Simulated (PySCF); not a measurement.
H4N, SMILES [NH4+], charge +1. Geometry: r2SCAN-D4/def2-TZVPD.

Method: r2SCAN-D4/def2-TZVPD run with PySCF.

Harmonic wavenumbers (cm⁻¹): 1473, 1473, 1473, 1727, 1727, 3373, 3484, 3484, 3484. Rotational constants (GHz): 179.3, 179.3, 179.3; symmetry number 12.

### Question
Work out the zero-point energy and the ideal-gas rigid-rotor harmonic-oscillator thermochemistry at 298.15 K and 1 atm.

### Answer
ZPE = ½ Σ hcν = ½ × 21698 cm⁻¹ = 31.02 kcal/mol. H − E(el) = 33.40 kcal/mol. Entropy in cal/(mol K): translation 34.61, rotation 9.75, vibration 0.05, total 44.41. G − E(el) = 20.16 kcal/mol. Cp = 8.26 cal/(mol K).
